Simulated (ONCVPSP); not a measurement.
## Which change was made? (C, ONCV)

ONCVPSP 4.0.1 input, shortened (lines: element, Z, core and valence counts, functional; n l f; lmax; l rc ep ncon nbas qcut; lloc lpopt rc5 dvloc0; l nproj debl; icmod fcfact rcfact), LDA (Perdew-Zunger), scalar-relativistic:

```
  C 6.00    1    2        3      upf
    1    0    2.00
    2    0    2.00
    2    1    1.50
    2
    0    1.10    0.00    5    8    7.40
    1    2.95    0.00    3    7    5.80
    2    3.00    0.46    4    7    2.90
    4    4    0.70   -1.00
    0    3    1.80
    1    2    2.90
    2    2    1.50
    3    3.00    1.00
```

Cutoffs, loose and tight: the cutoffs (Ha) at which the residual kinetic energy of the hardest occupied pseudo-wave falls to 1 and 0.1 mHa per electron. They do not see the model core or the augmentation charge, which bear on the density cutoff. Test errors are all-electron minus pseudo excitation energies from the reference, over the configurations 2s2 2p2; 2s2 2p1; 2s2 2p0; 2s1 2p2; variants that change the core or the reference have their own tests. The largest error is taken over the tests solved by every variant that gives reliable tests at all, those not shown here included: 2s1 2p2; 2s2 2p0; 2s2 2p1.

The base gives: outcome: generated; cutoff, loose: 21 Ha; cutoff, tight: 27 Ha; bound ghosts: s, d; GHOST(+) flags above zero: s; largest test error (meV): +716.

Question: After one change the result is: outcome: generated, projector energies reset by the program; cutoff, loose: 22 Ha; cutoff, tight: 29 Ha; bound ghosts: s, d; GHOST(+) flags above zero: s; largest test error (meV): +1184. Which change was it?
A. all radii but the core radius scaled by about 1.12 (s 1.22, p 3.30, d 3.36 bohr); local potential polynomial inside 0.78 bohr (lpopt 4, dvloc0 -1 Ha)
B. reference 2s2; wave 2p: rc 2.95 bohr, ncon 3, nbas 7, qcut 5.8 1/bohr, 2 projectors, debl 2.9 Ha becomes p scattering state at 0.23 Ha: rc 2.95 bohr, ncon 3, nbas 7, qcut 5.8 1/bohr, 2 projectors, debl 2.9 Ha
C. p: qcut 4.9
D. s: nproj 0; local potential the s channel

Answer: B. The others give: p: qcut 4.9 → outcome: generated; cutoff, loose: 21 Ha; cutoff, tight: 27 Ha; bound ghosts: s, p, d; GHOST(+) flags above zero: s; largest test error (meV): +920 | s: nproj 0; local potential the s channel → outcome: generated; cutoff, loose: 21 Ha; cutoff, tight: 27 Ha; bound ghosts: none; GHOST(+) flags above zero: none; largest test error (meV): +694 | all radii but the core radius scaled by about 1.12 (s 1.22, p 3.30, d 3.36 bohr); local potential polynomial inside 0.78 bohr (lpopt 4, dvloc0 -1 Ha) → outcome: generated; cutoff, loose: 21 Ha; cutoff, tight: 28 Ha; bound ghosts: s, p; GHOST(+) flags above zero: s, d; largest test error (meV): +903.
